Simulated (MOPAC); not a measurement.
Job for MOPAC: AM1 on GeH5P (SMILES [PH2][GeH3]), a point of a torsion scan.

```
AM1 1SCF PRECISE CHARGE=0 THREADS=1
GeH5P

P      1.40758685 1    -0.37643367 1     0.52255707 1
Ge    -0.79224555 1     0.07536365 1     0.05579986 1
H      1.83130452 1     0.89124811 1     0.14721809 1
H      1.65959593 1    -0.89500849 1    -0.73991129 1
H     -1.27297938 1    -0.45298062 1    -1.26506618 1
H     -1.68881649 1    -0.54304114 1     1.08600429 1
H     -1.11850937 1     1.54019657 1     0.06091503 1
```

The log:

```
*******************************************************************************
 **                                                                           **
 **                              MOPAC v23.2.5                                **
 **                                                                           **
 *******************************************************************************
 ** MOPAC's Digital Object Identifier: https://doi.org/10.5281/zenodo.6511958 **
 **                                                                           **
 ** Please cite the open-source release paper for use of this MOPAC version:  **
 ** J. E. Moussa and J. J. P. Stewart (2026)                                  **
 ** MOPAC: An open-source semiempirical molecular orbital program             **
 ** J. Open Source Softw., 11(119), 8025, https://doi.org/10.21105/joss.08025 **
 *******************************************************************************

                              AM1 CALCULATION RESULTS

 *******************************************************************************
 *  AM1        - The AM1 Hamiltonian to be used
 *
 *
 *
 *                 CHARGE ON SYSTEM = 0
 *
 *
 *
 *  PRECISE    - TIGHTER CRITERIA TO BE USED
 *  1SCF       - DO 1 SCF AND THEN STOP
 *  THREADS=1  - MULTI-THREADING NOT USED
 *  T=         - A TIME OF 172800.0 SECONDS REQUESTED
 *  DUMP=N     - RESTART FILE WRITTEN EVERY 7200.0 SECONDS REQUESTED
 *******************************************************************************
AM1 1SCF PRECISE CHARGE=0 THREADS=1
 GeH5P

   ATOM   CHEMICAL          X               Y               Z
  NUMBER   SYMBOL      (ANGSTROMS)     (ANGSTROMS)     (ANGSTROMS)

     1       P          1.40758685  *  -0.37643367  *   0.52255707  *
     2      Ge         -0.79224555  *   0.07536365  *   0.05579986  *
     3       H          1.83130452  *   0.89124811  *   0.14721809  *
     4       H          1.65959593  *  -0.89500849  *  -0.73991129  *
     5       H         -1.27297938  *  -0.45298062  *  -1.26506618  *
     6       H         -1.68881649  *  -0.54304114  *   1.08600429  *
     7       H         -1.11850937  *   1.54019657  *   0.06091503  *



          CARTESIAN COORDINATES

    NO.       ATOM           X           Y           Z

     1         P          1.4076     -0.3764      0.5226
     2        Ge         -0.7922      0.0754      0.0558
     3         H          1.8313      0.8912      0.1472
     4         H          1.6596     -0.8950     -0.7399
     5         H         -1.2730     -0.4530     -1.2651
     6         H         -1.6888     -0.5430      1.0860
     7         H         -1.1185      1.5402      0.0609

  H: (AM1): M.J.S. DEWAR ET AL, J. AM. CHEM. SOC. 107 3902-3909 (1985)
  P: (AM1): M.J.S.DEWAR, JIE, C, THEOCHEM, 187, 1 (1989)
 Ge: (AM1): M.J.S.Dewar and C.Jie, Organometallics, 8, 1544, (1989)

           Empirical Formula: H5 P Ge  =     7 atoms



      MOLECULAR POINT GROUP   :   C1


      RHF CALCULATION, NO. OF DOUBLY OCCUPIED LEVELS = 7


 -------------------------------------------------------------------------------
 AM1 1SCF PRECISE CHARGE=0 THREADS=1
 GeH5P



     1SCF WAS SPECIFIED, SO BFGS WAS NOT USED
     SCF FIELD WAS ACHIEVED


                              AM1 CALCULATION
                                                       MOPAC v23.2.5 Linux




          FINAL HEAT OF FORMATION =         32.81299 KCAL/MOL =     137.28957 KJ/MOL


          COSMO AREA              =        105.15 SQUARE ANGSTROMS
          COSMO VOLUME            =         92.74 CUBIC ANGSTROMS

          IONIZATION POTENTIAL    =         10.182040 EV
          HOMO LUMO ENERGIES (EV) =        -10.182 -1.006
          NO. OF FILLED LEVELS    =          7
          MOLECULAR WEIGHT        =        108.6033         POINT GROUP:  C1

          MOLECULAR DIMENSIONS (Angstroms)

            Atom       Atom       Distance
            H     6    H     3     3.91532
            H     7    H     4     3.32535
            P     1    H     5     2.42997


          SCF CALCULATIONS        =          1





   ATOM   CHEMICAL          X               Y               Z
  NUMBER   SYMBOL      (ANGSTROMS)     (ANGSTROMS)     (ANGSTROMS)

     1       P          1.40758685  *  -0.37643367  *   0.52255707  *
     2      Ge         -0.79224555  *   0.07536365  *   0.05579986  *
     3       H          1.83130452  *   0.89124811  *   0.14721809  *
     4       H          1.65959593  *  -0.89500849  *  -0.73991129  *
     5       H         -1.27297938  *  -0.45298062  *  -1.26506618  *
     6       H         -1.68881649  *  -0.54304114  *   1.08600429  *
     7       H         -1.11850937  *   1.54019657  *   0.06091503  *

                             CARTESIAN COORDINATES

   1    P        1.407586850    -0.376433670     0.522557070
   2   Ge       -0.792245550     0.075363650     0.055799860
   3    H        1.831304520     0.891248110     0.147218090
   4    H        1.659595930    -0.895008490    -0.739911290
   5    H       -1.272979380    -0.452980620    -1.265066180
   6    H       -1.688816490    -0.543041140     1.086004290
   7    H       -1.118509370     1.540196570     0.060915030


           Empirical Formula: H5 P Ge  =     7 atoms



      MOLECULAR POINT GROUP   :   C1


                  EIGENVALUES
 -21.16003 -15.26774 -13.04858 -12.12640 -11.72967 -11.34738 -10.18204  -1.00609
   0.59464   0.66492   1.35393   1.70868   2.60356


              NET ATOMIC CHARGES AND DIPOLE CONTRIBUTIONS

  ATOM NO.   TYPE          CHARGE      No. of ELECS.   s-Pop       p-Pop
    1          P          -0.152997        5.1530     1.83777     3.31523
    2         Ge           0.074585        3.9254     0.93815     2.98726
    3          H           0.046052        0.9539     0.95395
    4          H           0.046196        0.9538     0.95380
    5          H          -0.013942        1.0139     1.01394
    6          H           0.011047        0.9890     0.98895
    7          H          -0.010940        1.0109     1.01094
 DIPOLE           X         Y         Z       TOTAL
 POINT-CHG.    -0.490     0.223    -0.356     0.646
 HYBRID        -0.241     0.856    -1.674     1.896
 SUM           -0.732     1.079    -2.030     2.413


          ATOMIC ORBITAL ELECTRON POPULATIONS

     Atom    s        px        py        pz
    1  P   1.83777   1.09072   1.08090   1.14361
    2 Ge   0.93815   0.95509   1.01383   1.01834
    3  H   0.95395
    4  H   0.95380
    5  H   1.01394
    6  H   0.98895
    7  H   1.01094

 **********************
 *                    *
 * JOB ENDED NORMALLY *
 *                    *
 **********************




 == MOPAC DONE ==
```

The run finished.

Cost: very roughly 0.010 core-seconds.
